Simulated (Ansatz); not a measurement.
Basis-set series for `[NH2][Y]([NH2])[O][SiH3]`. Total charge 0; spin multiplicity 1. Y: def2 effective core potential. All single points use the PBE0-D4/def2-TZVP geometry. It is one conformer, not always the lowest.

```tsv
functional	basis	functions	energy (Eh)	HOMO (eV)	LUMO (eV)
PBE0-D4	def2-SVP	126	-516.34308	-6.51	-1.39
PBE0-D4	def2-TZVPP	289	-516.68888	-6.71	-1.49
ωB97M-V	def2-SVP	126	-516.50705	-8.86	-0.08
ωB97M-V	def2-TZVPP	289	-516.86188	-9.08	-0.25
```

**Question.** Give the rows for def2-QZVPP. (An estimate is asked.)

**Answer.** Computed: 
```csv
functional,basis,functions,energy (Eh),HOMO (eV),LUMO (eV)
PBE0-D4,def2-QZVPP,532,-516.71411,-6.75,-1.51
ωB97M-V,def2-QZVPP,532,-516.88529,-9.13,-0.36
```
